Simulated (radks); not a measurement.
Question: Ta II, configuration [Xe] 4f14 5d3 6s1. Calculated with a radial shooting solver on a logarithmic mesh with Libxc functionals: scalar-relativistic Kohn-Sham, SCAN, spin-unpolarised, spherical densities, finite nucleus; meta-GGA in the generalised Kohn-Sham scheme; Fermi nuclear charge, rms radius 5.3507 fm. Some entries of the table are withheld. Estimate them.

orbital  occ.  eigenvalue (hartree)  r(max) (bohr)  <r> (bohr)
1s          2             -2478.468            (1)         (2)
2s          2             -427.0025        0.06679     0.07892
2p          6             -374.1185        0.05477     0.07056
3s          2             -98.44537         0.1884      0.2046
3p          6             -82.61412         0.1863      0.2047
3d         10             -64.11351         0.1522      0.1857
4s          2             -20.48056         0.4291      0.4586
4p          6             -15.26324         0.4496      0.4873
4d         10              -8.56270         0.4616      0.5230
5s          2              -2.98295         0.9837       1.100
5p          6              -1.73113          1.124       1.296
4f         14              -1.19013         0.4418      0.6388
6s          1              -0.43321          2.648         (3)
5d          3              -0.38444          1.587       2.097

Answer: 
(1) 1s r(max) (bohr): 0.01168
(2) 1s <r> (bohr): 0.01867
(3) 6s <r> (bohr): 3.027
